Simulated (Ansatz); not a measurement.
Species: dimethylborinic acid, C2H7BO, net charge 0, singlet state. SMILES: CB(O)C
Geometry from a B3LYP-D3(BJ)/def2-TZVP (Ansatz, an electronic-structure program) optimisation:
```
B
O 1 1.3670
H 2 0.9631 1 113.54
C 1 1.5715 2 116.87 3 -178.62
H 4 1.0907 1 112.96 2 -11.80
H 4 1.0936 5 108.89 1 124.89
H 4 1.0963 5 107.69 6 114.18
C 1 1.5781 2 121.14 3 1.55
H 8 1.0933 1 111.55 2 -135.20
H 8 1.0937 9 108.06 1 -126.64
H 8 1.0960 9 105.72 10 -114.64
```

Property: atomisation energy (electronic, to ground-state atoms), in eV. Cores are frozen in the correlated levels unless marked. Open shells are spin-unrestricted. Spin-orbit coupling is left out. No relativistic terms. The coupled-cluster limit lacks core correlation, which all-electron functionals hold. CBS(X,Y): correlation extrapolated as X^-3; Hartree-Fock from the larger set.

```
level                                        program  atomisation energy (eV)
------------------------------------  --------------  -----------------------
BLYP-D3(BJ)/def2-TZVPD                Ansatz + dftd3                    45.25
BLYP/def2-TZVPD                               Ansatz                    44.90
PBE0-D4/def2-TZVP                     Ansatz + dftd4                    45.52
r2SCANh/def2-TZVPD                            Ansatz                    45.33
CAM-B3LYP/def2-TZVPD                          Ansatz                    45.55
B2PLYP-D4/def2-TZVPD                  Ansatz + dftd4                    45.04
RPA@PBE/cc-pVQZ                               Ansatz                    43.08
MP2/cc-pVTZ                                   Ansatz                    45.03
CCSD(T)/6-31G*                                Ansatz                    41.57
CCSD(T)/CBS(aug-cc-pVTZ,aug-cc-pVQZ)          Ansatz                    45.36
```
